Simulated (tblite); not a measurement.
Compound: C₇H₁₁S (doublet state).
Atom-mapped SMILES: `[CH2:1]=[C:2]/[CH:3]=[CH:4]\[CH2:5][CH2:6][S:7][CH3:8]` (hydrogens: H9, H10 on C1; H11 on C3; H12 on C4; H13, H14 on C5; H15, H16 on C6; H17, H18, H19 on C8)
Bond orders are those of one Lewis drawing.

Computed with GFN2-xTB (tblite), gas phase: L-BFGS steps from a force-field or distance-geometry start until the largest atomic force falls under 0.01 eV/Å.

Step 20: E = -645.1701 eV
```
atom  x, y, z in Å  |  force x, y, z in eV/Å
C1     -2.5539    1.1519   -1.1047    0.001   0.011   0.008
C2     -2.3283    0.0785   -0.4277   -0.026   0.015   0.002
C3     -2.1230   -1.0475    0.2734   -0.003   0.011   0.007
C4     -0.9611   -1.3858    0.9424    0.021   0.005  -0.009
C5      0.2247   -0.4918    1.0154   -0.007  -0.031  -0.020
C6      1.3749   -1.0351    0.1555   -0.053   0.020   0.033
S7      2.8937   -0.0375    0.3016   -0.021  -0.022  -0.025
C8      2.4005    1.4378   -0.6364    0.000  -0.018   0.014
H9     -2.9293    2.0577   -0.6428   -0.009  -0.008  -0.015
H10    -2.3919    1.2189   -2.1743    0.026  -0.010   0.033
H11    -2.9581   -1.7380    0.3243    0.013  -0.035  -0.038
H12    -0.8917   -2.3523    1.4181    0.004   0.050   0.013
H13     0.5760   -0.4225    2.0519    0.014   0.013  -0.087
H14    -0.0550    0.5063    0.6660    0.041  -0.056   0.041
H15     1.6553   -2.0373    0.4833    0.010   0.062  -0.009
H16     1.0947   -1.0707   -0.8994    0.004   0.014   0.054
H17     2.0569    1.1368   -1.6220   -0.010   0.009   0.005
H18     3.2822    2.0637   -0.7244    0.013  -0.023   0.003
H19     1.6236    1.9761   -0.1018   -0.017  -0.007  -0.010
```

Step 21: E = -645.1712 eV
```
atom  x, y, z in Å  |  force x, y, z in eV/Å
C1     -2.5557    1.1529   -1.1028    0.016   0.010   0.007
C2     -2.3324    0.0810   -0.4232   -0.017   0.002   0.005
C3     -2.1241   -1.0476    0.2721    0.011   0.001   0.032
C4     -0.9626   -1.3846    0.9433    0.029   0.013  -0.009
C5      0.2244   -0.4929    1.0155    0.022  -0.013  -0.029
C6      1.3746   -1.0359    0.1556   -0.038   0.018   0.022
S7      2.8952   -0.0375    0.3006   -0.063  -0.040  -0.025
C8      2.4000    1.4375   -0.6368    0.001  -0.007   0.010
H9     -2.9404    2.0570   -0.6468   -0.014   0.006  -0.008
H10    -2.3763    1.2193   -2.1691    0.013  -0.004   0.011
H11    -2.9561   -1.7415    0.3210    0.001  -0.039  -0.044
H12    -0.8923   -2.3491    1.4218   -0.008   0.031   0.011
H13     0.5783   -0.4235    2.0509    0.001   0.017  -0.078
H14    -0.0516    0.5045    0.6631    0.023  -0.033   0.051
H15     1.6536   -2.0388    0.4821    0.021   0.060  -0.008
H16     1.0936   -1.0702   -0.8991    0.009   0.013   0.051
H17     2.0566    1.1369   -1.6229   -0.009   0.010   0.014
H18     3.2812    2.0641   -0.7244    0.021  -0.025  -0.002
H19     1.6241    1.9776   -0.1023   -0.020  -0.021  -0.010
```

Question: Estimate the geometry and energy of step 22. (The exact step hangs on the optimiser's Hessian estimate; all steps are aligned on step 21, rigid shifts and turns removed.)

Answer: E = -645.1721 eV, largest force 0.086 eV/Å
```
atom  x, y, z in Å  |  force x, y, z in eV/Å
C1     -2.5569    1.1539   -1.1009    0.027   0.007   0.008
C2     -2.3362    0.0831   -0.4190   -0.007  -0.009   0.009
C3     -2.1249   -1.0476    0.2716    0.013  -0.007   0.040
C4     -0.9636   -1.3833    0.9439    0.020   0.013  -0.008
C5      0.2243   -0.4942    1.0150    0.032   0.009  -0.025
C6      1.3735   -1.0363    0.1560   -0.008   0.012  -0.001
S7      2.8953   -0.0382    0.2991   -0.073  -0.042  -0.018
C8      2.3997    1.4371   -0.6370    0.000   0.002   0.004
H9     -2.9513    2.0561   -0.6509   -0.016   0.016  -0.003
H10    -2.3613    1.2197   -2.1640    0.003   0.002  -0.008
H11    -2.9543   -1.7448    0.3173   -0.002  -0.038  -0.045
H12    -0.8929   -2.3457    1.4253   -0.015   0.007   0.012
H13     0.5806   -0.4240    2.0486   -0.003   0.018  -0.042
H14    -0.0483    0.5022    0.6613    0.001   0.009   0.045
H15     1.6526   -2.0390    0.4808    0.030   0.039   0.001
H16     1.0927   -1.0694   -0.8980    0.003   0.009   0.024
H17     2.0561    1.1372   -1.6234   -0.008   0.011   0.017
H18     3.2808    2.0639   -0.7245    0.022  -0.028  -0.004
H19     1.6241    1.9785   -0.1029   -0.019  -0.029  -0.007
```

The energy changes by -0.0009 eV. The first-order estimate −F·Δx gives -0.0013 eV and the mean of the old and new forces, exact on a quadratic surface, -0.0009 eV. The step makes an angle of 73° with the force vector and moves no atom by more than 0.016 Å.

The cost below is that of the whole relaxation. The run took 0.48 s wall on one thread, Arm Neoverse V1 (aarch64), no GPU, shared host with 64 logical CPUs at a one-minute load of 20.
